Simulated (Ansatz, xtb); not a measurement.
This singlet lies 1.64 eV below the relaxed triplet at the level frozen-core CCSD(T)/cc-pVTZ // B3LYP-D3(BJ)/def2-TZVP (Ansatz, an electronic-structure program).

Species: C2H5N, SMILES `C[C]N` (lower singlet) (charge 0, multiplicity 1).

Give a relaxed geometry from xtb with GFN2-xTB.

the end point of this relaxation (outside a Z-matrix the atoms follow the SMILES, hydrogens last).
Bond lengths (Å): C1–C2 1.494, C1–H4 1.100, C1–H5 1.089, C1–H6 1.089, C2–N3 1.301, N3–H7 1.030, N3–H8 1.010. Angles (°): C2–C1–H4 114.5, C2–C1–H5 108.2, C2–C1–H6 108.2, H4–C1–H5 109.3, H4–C1–H6 109.3, H5–C1–H6 106.9, C1–C2–N3 112.9, C2–N3–H7 124.7, C2–N3–H8 120.0, H7–N3–H8 115.3.
